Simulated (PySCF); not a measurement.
Ligand exchange on a metal centre used in film growth or etching (Ti Cl-F). Isolated molecules, 0 K electronic values unless said otherwise.

The HOMO from two functionals at the same geometries (TPSS-D3(BJ)/def2-SVP), both in PySCF: PBE-D3(BJ)/def2-TZVP and B3LYP-D3(BJ)/def2-TZVP. B3LYP has the VWN-RPA correlation part, as in Gaussian. 

```csv
species,PBE-D3(BJ)/def2-TZVP (eV),B3LYP-D3(BJ)/def2-TZVP (eV)
0 of 4 Cl replaced by F,-8.26,-9.34
1 of 4 Cl replaced by F,-8.28,-9.38
2 of 4 Cl replaced by F,-8.44,-9.59
3 of 4 Cl replaced by F ([Ti(Cl)(F)3]),-8.71,-9.92
4 of 4 Cl replaced by F ([Ti(F)4]),-10.43,-12.23
```

Over these rows, drawn at random from the members with no instability flagged (it was tested for open shells, ions and some series alone), PBE minus B3LYP-D3(BJ): mean +1.27 eV, from +1.09 eV to +1.80 eV.
